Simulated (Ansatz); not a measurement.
Consider the redistribution: `CO[SiH](F)O[SiH2]F` + `C#[C][Zr]([OH])([OH])[F]` → `O[SiH](F)O[SiH2]F` + `C#[C][Zr]([OH])([F])[O]C`.

Computed with Ansatz on PBE0-D4/def2-TZVP structures; ΔE is electronic, products minus reactants. CCSD(T)/CBS is the MP2 limit (def2-TZVPP, def2-QZVPP) plus CCSD(T) − MP2 in def2-TZVPP, frozen cores. DFT in def2-TZVPP. Elements past krypton have def2 core potentials. For Zr outer-core shells are correlated without core-valence functions, which leaves a few kJ/mol of doubt a bond. Each species was taken in one conformer, which may not be the lowest.

```tsv
level	ΔE (kJ/mol)	difference from CCSD(T)/CBS
PBE-D4	-13.4	-1.5
r2SCAN-D4	-12.3	-0.4
ωB97M-V	-9.5	2.4
HF/def2-TZVPP	-11.9	0.0
MP2/def2-TZVPP	-16.1	-4.2
SCS-MP2/def2-TZVPP	-15.4	-3.5
CCSD/def2-TZVPP	-13.7	-1.8
HF/def2-QZVPP	-11.8	0.1
HF/CBS(def2)	-11.8	0.1
CCSD/CBS(def2)	-11.0	0.9
CCSD(T)/CBS	-11.9	0
```

Largest T1 diagnostic among the species: 0.017.

The D4 term adds +4.0 kJ/mol with B3LYP and +2.3 kJ/mol with PBE0; it sums over pairs of atoms, weighted by their polarisabilities, and B3LYP, whose exchange is more repulsive, gets the larger term.

B3LYP here is the variant with VWN-RPA as its local correlation; programs differ in this.
